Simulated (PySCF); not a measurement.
C₆H₇F, SMILES C1(F)=CC(CC1)=C.

Geometry optimised at PBE0-D3(BJ)/def2-SVP. This is a generated structure with no PubChem entry under its InChIKey; it may be hypothetical. The values are those of a single conformer.

Method: PBE0-D3(BJ)/def2-SVP (PySCF).

Harmonic, unscaled wavenumbers; measured fundamentals usually lie a few per cent lower.

Computed harmonic wavenumbers and intensities:
| mode | ν (cm⁻¹) | IR (km/mol) | moving atoms (share of kinetic energy) |
|---|---|---|---|
| 1 | 8 | 0.0 | H 51 %, C 49 % |
| 2 | 188 | 0.0 | C 54 %, F 27 %, H 19 % |
| 3 | 313 | 1.9 | C 49 %, H 26 %, F 25 % |
| 4 | 450 | 2.5 | C 50 %, H 26 %, F 24 % |
| 5 | 468 | 0.4 | C 65 %, H 28 % |
| 6 | 511 | 13.4 | C 51 %, H 49 % |
| 7 | 584 | 16.7 | C 48 %, F 46 % |
| 8 | 628 | 4.1 | C 83 %, H 14 % |
| 9 | 707 | 3.4 | H 92 %, C 8 % |
| 10 | 828 | 0.1 | H 74 %, C 26 % |
| 11 | 871 | 0.8 | C 75 %, H 25 % |
| 12 | 875 | 19.6 | H 74 %, C 26 % |
| 13 | 897 | 49.9 | H 65 %, C 35 % |
| 14 | 935 | 15.1 | C 67 %, H 28 % |
| 15 | 960 | 1.3 | H 64 %, C 36 % |
| 16 | 1016 | 0.4 | C 52 %, H 47 % |
| 17 | 1025 | 0.8 | C 51 %, H 49 % |
| 18 | 1153 | 0.1 | H 84 %, C 16 % |
| 19 | 1203 | 29.5 | H 56 %, C 36 %, F 8 % |
| 20 | 1229 | 0.0 | H 90 %, C 10 % |
| 21 | 1243 | 17.3 | H 47 %, C 45 %, F 8 % |
| 22 | 1277 | 9.7 | H 61 %, C 39 % |
| 23 | 1342 | 2.6 | C 79 %, H 20 % |
| 24 | 1408 | 110.2 | C 67 %, H 27 % |
| 25 | 1432 | 8.9 | H 76 %, C 24 % |
| 26 | 1436 | 1.8 | H 89 %, C 11 % |
| 27 | 1466 | 19.3 | H 85 %, C 14 % |
| 28 | 1736 | 13.0 | C 93 % |
| 29 | 1754 | 216.2 | C 94 % |
| 30 | 3060 | 25.7 | H 94 % |
| 31 | 3091 | 10.3 | H 94 % |
| 32 | 3104 | 5.2 | H 90 %, C 10 % |
| 33 | 3144 | 5.9 | H 90 %, C 10 % |
| 34 | 3169 | 1.6 | H 94 % |
| 35 | 3257 | 3.1 | H 91 %, C 9 % |
| 36 | 3270 | 5.3 | H 89 %, C 11 % |
